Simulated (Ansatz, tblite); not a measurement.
Cost and result up the ladder for AgGe2 (3 atoms). The state is a doublet with charge 0. Geometry: PBE-D4/def2-TZVP.

```xyz
3

Ag    0.7406    1.3153   -0.2037
Ge    0.1316   -0.7805    1.1341
Ge   -0.8722   -0.5347   -0.9304
```

Ansatz on 4 threads of Arm Neoverse V2 on a shared host; xTB runs through tblite on one thread. Times are rough, summed over both states, and most runs start from the orbitals of an earlier one. RPA@PBE/def2-TZVP serves as the yardstick here, not as an exact answer. Differences are given only for rows in sets of like size (and for xTB, whose basis is part of the method), since another set adds its own error. The other state is a quartet at its own geometry.

In the def2 sets Ag takes a core potential; there is no spin–orbit coupling. The xTB rows come from tblite. Correlated methods freeze 18 core orbitals; core or outer-core shells of Ag, Ge are correlated, in sets that lack core-valence functions. The rows differ in basis, and correlated rows in double-zeta sets carry the largest basis error. In CCSD on the charge 0 quartet the largest single amplitude is 0.19, so its Hartree–Fock determinant may place the open shell otherwise than the density functionals do. HOMO above LUMO, or a gap near zero within one spin, warns that the state may not be the lowest or that an electron is smeared out. The structure comes from a short search, and lower isomers may exist.

Run but left out: HF/def2-SVP, HF/def2-TZVP, MP2/def2-SVP, MP2/def2-TZVP (quartet: ⟨S²⟩ 4.14 to 4.17, where a pure state has 3.75).

Correlated methods converge slowly with the basis, most of all in double-zeta sets.

xTB has no spin-polarisation term.

```tsv
level	functions	wall time	quartet − doublet (eV)	difference from RPA@PBE/def2-TZVP (eV)	remarks
GFN1-xTB	27	0.006 s	1.79	0.43	–
GFN2-xTB	27	0.006 s	1.73	0.37	–
RPA@PBE/def2-TZVP	136	11 s	1.36	0.00	–
BLYP-D4/def2-TZVP	136	11 s	1.26	-0.10	gap within one spin near zero (doublet), gap within one spin near zero (quartet)
PBE-D4/def2-TZVP	136	12 s	1.24	-0.12	–
PBE0-D4/def2-TZVP	136	13 s	1.24	-0.12	–
BHLYP-D4/def2-TZVP	136	18 s	1.33	-0.03	–
CCSD(T)/def2-SVP	95	18 s	1.25	–	spin-contaminated (⟨S²⟩ 4.14) (quartet)
r2SCAN0-D4/def2-TZVP	136	22 s	1.24	-0.12	–
r2SCAN-D4/def2-TZVP (with forces)	136	35 s	1.26	-0.10	–
B97M-V/def2-TZVP	136	38 s	1.30	-0.05	–
```
